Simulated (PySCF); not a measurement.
C₆H₁₇Si₂, doublet, geometry from GFN2-xTB; PBE/STO-3G (PySCF).

Input for PySCF:
```python
from pyscf import gto, scf, dft

mol = gto.M(
    atom='''
C     1.746330   -1.060689   -1.607905
Si    1.227154   -0.246793   -0.060030
C     2.116015    1.432340    0.161239
C     1.620431   -1.346035    1.454996
Si   -1.122799    0.190367   -0.021708
C    -1.984725   -0.726525    1.421826
C    -1.488001    2.060705    0.168454
C    -1.937130   -0.396440   -1.648725
H     1.937011   -0.508555   -2.512523
H     1.651537   -2.122598   -1.759294
H     3.189445    1.298819    0.250381
H     1.774022    1.956257    1.048819
H     1.936145    2.078111   -0.691935
H     1.273193   -0.896779    2.380668
H     2.688390   -1.514190    1.550628
H     1.143461   -2.316026    1.360767
H    -3.057465   -0.552997    1.415768
H    -1.826408   -1.798510    1.354677
H    -1.606535   -0.400441    2.385939
H    -2.556033    2.259513    0.142342
H    -1.106487    2.449651    1.107623
H    -1.029252    2.632738   -0.632210
H    -3.007222   -0.207817   -1.650831
H    -1.790586   -1.461401   -1.798866
H    -1.511703    0.114047   -2.506936
''',
    basis='sto-3g',
    charge=0,
    spin=1,
    verbose=4,
)

mf = dft.UKS(mol)
mf.xc = 'pbe'
mf.kernel()
mf.analyze()
```

What the program printed (banner, timings and long lists left out):

```
PySCF version 2.14.0

[INPUT] verbose = 4
[INPUT] num. atoms = 25
[INPUT] num. electrons = 81
[INPUT] charge = 0
[INPUT] spin (= nelec alpha-beta = 2S) = 1
[INPUT] symmetry False subgroup None
[INPUT] Mole.unit = angstrom
[INPUT] Symbol           X                Y                Z      unit          X                Y                Z       unit  Magmom
[...]
nuclear repulsion = 552.175703280664
number of shells = 45
number of NR pGTOs = 195
number of NR cGTOs = 65
basis = sto-3g
ecp = {}

******** <class 'pyscf.dft.uks.UKS'> ********
method = UKS
initial guess = minao
damping factor = 0
level_shift factor = 0
DIIS = <class 'pyscf.scf.diis.CDIIS'>
diis_start_cycle = 1
diis_space = 8
diis_damp = 0
SCF conv_tol = 1e-09
SCF conv_tol_grad = None
SCF max_cycles = 50
direct_scf = True
direct_scf_tol = 1e-13
number electrons alpha = 41  beta = 40
XC library pyscf.dft.libxc version 7.1.2
    S. Lehtola, C. Steigemann, M. J. T. Oliveira, and M. A. L. Marques,  SoftwareX 7, 1–5 (2018)
XC functionals = pbe
    J. P. Perdew, K. Burke, and M. Ernzerhof,  Phys. Rev. Lett. 77, 3865 (1996)
    J. P. Perdew, K. Burke, and M. Ernzerhof,  Phys. Rev. Lett. 78, 1396 (1997)
    J. P. Perdew, K. Burke, and M. Ernzerhof,  Phys. Rev. Lett. 77, 3865 (1996)
    J. P. Perdew, K. Burke, and M. Ernzerhof,  Phys. Rev. Lett. 78, 1396 (1997)
radial grids:
    Treutler-Ahlrichs [JCP 102, 346 (1995); DOI:10.1063/1.469408] (M4) radial grids

becke partition: Becke, JCP 88, 2547 (1988); DOI:10.1063/1.454033
pruning grids: <function nwchem_prune>
grids dens level: 3
symmetrized grids: False
atomic radii adjust function: <function treutler_atomic_radii_adjust>
small_rho_cutoff = 0
Set gradient conv threshold to 3.16228e-05
tot grids = 289808
init E= -807.285475817923

cycle= 1 E= -807.560525764546  delta_E= -0.275  |g|= 0.431  |ddm|= 4.07
cycle= 2 E= -807.498805613409  delta_E= 0.0617  |g|= 0.532  |ddm|= 1.32
cycle= 3 E= -807.68146987787  delta_E= -0.183  |g|= 0.0255  |ddm|= 0.771
cycle= 4 E= -807.68199781182  delta_E= -0.000528  |g|= 0.00978  |ddm|= 0.066
cycle= 5 E= -807.682082335674  delta_E= -8.45e-05  |g|= 0.00159  |ddm|= 0.0203
cycle= 6 E= -807.682084204427  delta_E= -1.87e-06  |g|= 0.00103  |ddm|= 0.00515
cycle= 7 E= -807.682085126821  delta_E= -9.22e-07  |g|= 0.000175  |ddm|= 0.00226
cycle= 8 E= -807.6820851458  delta_E= -1.9e-08  |g|= 8.49e-05  |ddm|= 0.000394
cycle= 9 E= -807.682085150778  delta_E= -4.98e-09  |g|= 1.18e-05  |ddm|= 0.000151
cycle= 10 E= -807.682085150899  delta_E= -1.21e-10  |g|= 2.13e-06  |ddm|= 2.51e-05
Extra cycle  E= -807.6820851509  delta_E= -9.09e-13  |g|= 2.08e-06  |ddm|= 7.25e-06
converged SCF energy = -807.6820851509  <S^2> = 0.75370535  2S+1 = 2.0037019
**** SCF Summaries ****
Total Energy =                        -807.682085150900207
Nuclear Repulsion Energy =             552.175703280663924
One-electron Energy =                -2213.262267634430373
Two-electron Energy =                  853.404479202866128
Two-electron Coulomb Energy =          933.697215111081732
DFT Exchange-Correlation Energy =      -80.292735908215619
**** MO energy ****
                             alpha | beta                alpha | beta
[...]
To work with the spin densities directly, `use mulliken_meta_spin()` only printing them here.

 ** Mulliken spin pop alpha/beta on meta-lowdin orthogonal AOs **
 ** Mulliken Spin Density (per AO)  **
spin_pop of  0 C 1s       -0.00001
spin_pop of  0 C 2s        0.04838
spin_pop of  0 C 2px       0.85275
spin_pop of  0 C 2py       0.02742
spin_pop of  0 C 2pz       0.08135
spin_pop of  1 Si 1s       -0.00000
spin_pop of  1 Si 2s        0.00000
spin_pop of  1 Si 3s       -0.00946
spin_pop of  1 Si 2px      -0.00001
spin_pop of  1 Si 2py      -0.00000
spin_pop of  1 Si 2pz      -0.00001
spin_pop of  1 Si 3px      -0.01969
spin_pop of  1 Si 3py      -0.00713
spin_pop of  1 Si 3pz      -0.01710
spin_pop of  2 C 1s        0.00000
spin_pop of  2 C 2s        0.00252
spin_pop of  2 C 2px       0.00183
spin_pop of  2 C 2py       0.00794
spin_pop of  2 C 2pz       0.00047
spin_pop of  3 C 1s        0.00000
spin_pop of  3 C 2s        0.00250
spin_pop of  3 C 2px       0.00059
spin_pop of  3 C 2py       0.00382
spin_pop of  3 C 2pz       0.00572
spin_pop of  4 Si 1s        0.00000
spin_pop of  4 Si 2s        0.00000
spin_pop of  4 Si 3s        0.01463
spin_pop of  4 Si 2px       0.00004
spin_pop of  4 Si 2py      -0.00000
spin_pop of  4 Si 2pz      -0.00000
spin_pop of  4 Si 3px       0.05015
spin_pop of  4 Si 3py       0.00260
spin_pop of  4 Si 3pz       0.00149
spin_pop of  5 C 1s        0.00000
spin_pop of  5 C 2s        0.00065
spin_pop of  5 C 2px       0.00113
spin_pop of  5 C 2py       0.00066
spin_pop of  5 C 2pz       0.00158
spin_pop of  6 C 1s        0.00000
spin_pop of  6 C 2s        0.00066
spin_pop of  6 C 2px       0.00032
spin_pop of  6 C 2py       0.00296
spin_pop of  6 C 2pz       0.00015
spin_pop of  7 C 1s       -0.00000
spin_pop of  7 C 2s       -0.00025
spin_pop of  7 C 2px      -0.00010
spin_pop of  7 C 2py      -0.00000
spin_pop of  7 C 2pz       0.00007
spin_pop of  8 H 1s       -0.02934
spin_pop of  9 H 1s       -0.02934
spin_pop of  10 H 1s       -0.00063
spin_pop of  11 H 1s       -0.00064
spin_pop of  12 H 1s       -0.00037
spin_pop of  13 H 1s       -0.00064
spin_pop of  14 H 1s       -0.00063
spin_pop of  15 H 1s       -0.00036
spin_pop of  16 H 1s        0.00151
spin_pop of  17 H 1s       -0.00009
spin_pop of  18 H 1s       -0.00010
spin_pop of  19 H 1s        0.00152
spin_pop of  20 H 1s       -0.00010
spin_pop of  21 H 1s       -0.00009
spin_pop of  22 H 1s        0.00060
spin_pop of  23 H 1s        0.00004
spin_pop of  24 H 1s        0.00004
 ** Mulliken Spin Density (per atom)  **
spin density of  0 C =      1.00988
spin density of  1 Si =     -0.05340
spin density of  2 C =      0.01276
spin density of  3 C =      0.01263
spin density of  4 Si =      0.06891
spin density of  5 C =      0.00402
spin density of  6 C =      0.00410
spin density of  7 C =     -0.00028
spin density of  8 H =     -0.02934
spin density of  9 H =     -0.02934
spin density of  10 H =     -0.00063
spin density of  11 H =     -0.00064
spin density of  12 H =     -0.00037
spin density of  13 H =     -0.00064
spin density of  14 H =     -0.00063
spin density of  15 H =     -0.00036
spin density of  16 H =      0.00151
spin density of  17 H =     -0.00009
spin density of  18 H =     -0.00010
spin density of  19 H =      0.00152
spin density of  20 H =     -0.00010
spin density of  21 H =     -0.00009
spin density of  22 H =      0.00060
spin density of  23 H =      0.00004
spin density of  24 H =      0.00004
 ** Mulliken pop alpha/beta on meta-lowdin orthogonal AOs **
 ** Mulliken pop       alpha | beta **
In total            41.00000 | 40.00000
 ** Mulliken atomic charges   ( Nelec_alpha | Nelec_beta ) **
charge of  0C =     -0.24408  (     3.62698      2.61710 )
charge of  1Si =      0.47583  (     6.73538      6.78878 )
charge of  2C =     -0.29473  (     3.15374      3.14098 )
charge of  3C =     -0.29474  (     3.15368      3.14106 )
charge of  4Si =      0.47633  (     6.79629      6.72738 )
charge of  5C =     -0.29532  (     3.14967      3.14565 )
charge of  6C =     -0.29529  (     3.14970      3.14560 )
charge of  7C =     -0.29725  (     3.14848      3.14876 )
charge of  8H =      0.04000  (     0.46533      0.49467 )
charge of  9H =      0.03999  (     0.46534      0.49468 )
charge of  10H =      0.04721  (     0.47608      0.47671 )
charge of  11H =      0.04662  (     0.47637      0.47701 )
charge of  12H =      0.04590  (     0.47687      0.47724 )
charge of  13H =      0.04657  (     0.47639      0.47704 )
charge of  14H =      0.04720  (     0.47609      0.47671 )
charge of  15H =      0.04593  (     0.47685      0.47722 )
charge of  16H =      0.04693  (     0.47729      0.47578 )
charge of  17H =      0.04506  (     0.47742      0.47752 )
charge of  18H =      0.04510  (     0.47740      0.47750 )
charge of  19H =      0.04694  (     0.47729      0.47577 )
charge of  20H =      0.04507  (     0.47741      0.47751 )
charge of  21H =      0.04511  (     0.47740      0.47749 )
charge of  22H =      0.04609  (     0.47725      0.47665 )
charge of  23H =      0.04478  (     0.47763      0.47759 )
charge of  24H =      0.04475  (     0.47764      0.47761 )
Dipole moment(X, Y, Z, Debye):  0.00744, -0.01460, -0.02991
```
